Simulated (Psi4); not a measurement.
Cl2Hg, singlet (typed; the unrestricted solution is spin-contaminated), at a GFN2-xTB geometry (such geometries of metal compounds can be far from the true shape) (core potentials on Hg), with bond 3-1 at 2.2 times its length; Psi4 with HF/def2-SV(P).

The Psi4 input:
```
memory 2 GB

molecule mol {
0 1
  Hg    0.000000    0.000000    0.000000
  Cl    0.000000    0.000000    2.301269
  Cl    0.000000    0.000000   -5.062792
}

set basis def2-sv(p)
set reference uhf
set stability_analysis follow
set scf_type pk

energy('scf')
print_variables()
```

It wrote (shortened):

```
   => Loading Basis Set <=

    Name: DEF2-SV(P)
    Role: ORBITAL
    Keyword: BASIS

    !!!  WARNING: ECP capability is in beta. Please check occupations closely.  !!!

         ---------------------------------------------------------
                                   SCF
               by Justin Turney, Rob Parrish, Andy Simmonett
                          and Daniel G. A. Smith
                              UHF Reference
         ---------------------------------------------------------

  ==> Geometry <==

    Molecular point group: c2v
    Full point group: C_inf_v

    Geometry (in Angstrom), charge = 0, multiplicity = 1:

       Center              X                  Y                   Z               Mass
    ------------   -----------------  -----------------  -----------------  -----------------
         HG           0.000000000000     0.000000000000     0.355146472714   201.970643400000
         CL           0.000000000000     0.000000000000     2.656415472714    34.968852682000
         CL           0.000000000000     0.000000000000    -4.707645527286    34.968852682000

  Running in c2v symmetry.

  Rotational constants: A = ************  B =      0.01610  C =      0.01610 [cm^-1]
  Rotational constants: A = ************  B =    482.59534  C =    482.59534 [MHz]
  Nuclear repulsion =  134.488187385246817

  Charge       = 0
  Multiplicity = 1
  Electrons    = 54
  Nalpha       = 27
  Nbeta        = 27

  ==> Algorithm <==

  SCF Algorithm Type is PK.
  DIIS enabled.
  MOM disabled.
  Fractional occupation disabled.
  Guess Type is SAD.
  Energy threshold   = 1.00e-06
  Density threshold  = 1.00e-06
  Integral threshold = 1.00e-12

  ==> Primary Basis <==

  Basis Set: DEF2-SV(P)
    Blend: DEF2-SV(P)
    Number of shells: 27
    Number of basis functions: 61
    Number of Cartesian functions: 65
    Spherical Harmonics?: true
    Max angular momentum: 2

  Core potential: DEF2-SV(P)
    Number of shells: 4
    Number of ECP primitives: 10
    Number of ECP core electrons: 60
    Max angular momentum: 3

  ==> Integral Setup <==

  Using in-core PK algorithm.
   Calculation information:
      Number of atoms:                   3
      Number of AO shells:              27
      Number of primitives:             54
      Number of atomic orbitals:        65
      Number of basis functions:        61

      Integral cutoff                 1.00e-12
      Number of threads:                 1

  Performing in-core PK
[...]
    Wavefunction unstable!
    Rotating orbitals by 0.5 * pi / 2 radians along unstable eigenvector.
    Wavefunction stable under totally symmetric rotations.
[...]
    Lowest totally symmetric eigenvalue: 0.131550
    Lowest UHF->UHF stability eigenvalues:
      B2 -0.000137       B1 -0.000137       A1 0.131550        A2 0.274705

    Stability analysis over.

  ==> Post-Iterations <==

   @Spin Contamination Metric:   1.016043951E+00
   @S^2 Expected:                0.000000000E+00
   @S^2 Observed:                1.016043951E+00
   @S   Expected:                0.000000000E+00
   @S   Observed:                0.000000000E+00

    Orbital Energies [Eh]
    ---------------------

    Alpha Occupied:

[...]
    Alpha Virtual:

[...]
      31A1   121.633845

    Beta Occupied:

[...]
    Beta Virtual:

[...]
      31A1   121.634024

    Final Occupation by Irrep:
             A1    A2    B1    B2
    DOCC [    14,    1,    6,    6 ]
    SOCC [     0,    0,    0,    0 ]
    NA   [    14,    1,    6,    6 ]
    NB   [    14,    1,    6,    6 ]

  @UHF Final Energy: -1071.19975940181348

   => Energetics <=

    Nuclear Repulsion Energy =            134.4881873852468175
    One-Electron Energy =               -1808.3033222410772396
    Two-Electron Energy =                 602.6153754540168848
    Total Energy =                      -1071.1997594018134805

  UHF NO Occupations:
  HONO-2 :   12 A1 1.9973263
  HONO-1 :   13 A1 1.9951080
  HONO-0 :   14 A1 1.0496584
  LUNO+0 :   15 A1 0.9503416
  LUNO+1 :   16 A1 0.0048920
  LUNO+2 :   17 A1 0.0026737
  LUNO+3 :    7 B1 0.0005640

Computation Completed

Properties will be evaluated at   0.000000,   0.000000,   0.000000 [a0]

Properties computed using the SCF density matrix

 Multipole Moments:

 ------------------------------------------------------------------------------------
     Multipole            Electronic (a.u.)      Nuclear  (a.u.)        Total (a.u.)
 ------------------------------------------------------------------------------------

 L = 1.  Multiply by 2.5417464519 to convert [e a0] to [Debye]
 Dipole X            :          0.0000000            0.0000000            0.0000000
 Dipole Y            :          0.0000000            0.0000000            0.0000000
 Dipole Z            :         51.2638245          -52.4738800           -1.2100555
 Magnitude           :                                                    1.2100555

 ------------------------------------------------------------------------------------

  Variable Map:
  ----------------------------------------------------------------------------
[...]
[...]
```
